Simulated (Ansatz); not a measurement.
Program: Ansatz. Geometries: PBE0-D4/def2-TZVP. ΔE: electronic, gas phase. CBS: MP2 limit from def2 TZ/QZ plus the TZ coupled-cluster correction, frozen cores. This one scheme is used for every species. Functionals use def2-TZVPP. For Se outer-core shells are correlated without core-valence functions, which leaves a few kJ/mol of doubt a bond. Scalar relativity is left out up to krypton. Each species was taken in one conformer, which may not be the lowest.

Consider the hydrogenolysis of the Si–C bond: `C[SiH]([SiH3])[SeH]` + H₂ → `[SiH3][SiH2][SeH]` + CH₄.

`C[SiH]([SiH3])[SeH]`:

```xyz
12

C     0.045    1.574    1.040
Si    0.638    0.165   -0.038
Si   -1.102   -0.895   -1.184
Se    1.596   -1.355    1.390
H     0.878    2.016    1.592
H    -0.407    2.355    0.423
H    -0.702    1.228    1.757
H     1.659    0.658   -1.005
H    -1.715    0.003   -2.204
H    -2.155   -1.310   -0.219
H    -0.581   -2.106   -1.876
H     1.848   -2.333    0.324
```

H₂:

Z-matrix (Å, degrees):
```
H
H 1 0.746
```

`[SiH3][SiH2][SeH]`:

Cartesian coordinates in Å:
```
Si -0.578 0.872 0.917
Si -0.246 -0.685 -0.792
Se 1.929 -0.611 -1.498
H -1.967 0.807 1.449
H -0.313 2.240 0.402
H 0.372 0.578 2.024
H -0.626 -2.056 -0.355
H -1.032 -0.341 -2.006
H 2.461 -0.804 -0.142
```

CH₄:

Cartesian coordinates in Å:
```
C 0.000 0.000 0.000
H 0.500 0.070 0.965
H -0.319 -1.028 -0.171
H 0.688 0.303 -0.789
H -0.870 0.656 -0.006
```

```tsv
level	ΔE (eV)
PBE-D4	-0.22
PBE0-D4	-0.25
ωB97M-V	-0.25
B2PLYP	-0.32
PBE	-0.30
MP2/def2-TZVPP	-0.20
SCS-MP2/def2-TZVPP	-0.27
CCSD(T)/def2-TZVPP	-0.27
```

(1) What does CCSD(T)/CBS give? (Estimate.)

Largest T1 diagnostic among the species: 0.011.

Results:

(1) Ansatz gave: -0.24 eV. The listed levels differ from it by 0.02, -0.01, -0.01, -0.08, -0.06, 0.04, -0.03, -0.03 eV.

In def2-TZVPP, CCSD(T) changes the Hartree–Fock value by +0.24 eV (the triples alone add +0.05 eV) and MP2 by +0.31 eV. The D4 term adds +0.11 eV with B3LYP and +0.06 eV with PBE0; it sums over pairs of atoms, weighted by their polarisabilities, and B3LYP, whose exchange is more repulsive, gets the larger term.

B3LYP here is the variant with VWN-RPA as its local correlation; programs differ in this.
